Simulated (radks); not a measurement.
Problem. Species: Cd I. Configuration: [Kr] 4d6 5s1 5p5 (not the ground configuration). Method: non-relativistic Kohn-Sham, PBE, spin-polarised, spherical densities, point nucleus; open shells are filled with parallel spins first (spin-orbit coupling, left out, can overturn this in heavy ions); relativity is left out, which matters for an element this heavy; computed with a radial shooting solver on a logarithmic mesh with Libxc functionals. Some entries of the table are withheld. Estimate them.

orbital  occ.  eigenvalue (eV)  <r> (bohr)  r(max) (bohr)
1s up       1        -25679.11     0.03171        0.02099
1s down     1        -25679.04     0.03171        0.02099
2s up       1        -3758.913      0.1373         0.1165
2s down     1        -3757.786      0.1373         0.1165
2p up       3        -3506.158      0.1173        0.09129
2p down     3        -3505.299      0.1173        0.09128
3s up       1        -722.5402      0.3711         0.3359
3s down     1        -721.9653      0.3710         0.3359
3p up       3        -620.0329      0.3627         0.3224
3p down     3        -619.3682      0.3625         0.3225
3d up       5        -430.6089      0.3343         0.2660
3d down     5        -429.6088      0.3342         0.2662
4s up       1        -126.7208      0.8909         0.8160
4s down     1        -122.5638      0.8901         0.8146
4p up       3         -93.0402      0.9413         0.8468
4p down     3         -88.8650      0.9412         0.8453
4d up       5         -37.2215       1.107         0.9328
4d down     1         -33.1389       1.114         0.9320
5s up       1         -14.1332       2.308            (1)
5s down     0         -11.9675       2.397            (2)
5p up       3              (3)       2.768          2.341
5p down     2              (4)       2.958          2.445

Solution. 
(1) 5s up r(max) (bohr): 2.031
(2) 5s down r(max) (bohr): 2.080
(3) 5p up eigenvalue (eV): -6.8792
(4) 5p down eigenvalue (eV): -5.2824
